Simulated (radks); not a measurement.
Task: Species: Tm LIII. Configuration: [Ne] 3s2 3p5. Calculated with a radial shooting solver on a logarithmic mesh with Libxc functionals: non-relativistic Kohn-Sham, LB94 model potential, spin-polarised, spherical densities, point nucleus; open shells are filled with parallel spins first (spin-orbit coupling, left out, can overturn this in heavy ions); relativity is left out, which matters for an element this heavy. Some entries of the table are withheld. Estimate them.

orbital  occ.  eigenvalue (eV)  r(max) (bohr)
1s down     1        -58902.38        0.01457
1s up       1        -58902.33        0.01457
2s up       1        -12488.86        0.07914
2s down     1        -12488.17        0.07916
2p up       3        -12130.81        0.06151
2p down     3        -12128.49        0.06152
3s up       1              (1)         0.2088
3s down     1              (2)         0.2088
3p up       3        -4859.068         0.1956
3p down     2        -4853.627         0.1955

Result: 
(1) 3s up eigenvalue (eV): -4998.166
(2) 3s down eigenvalue (eV): -4991.946
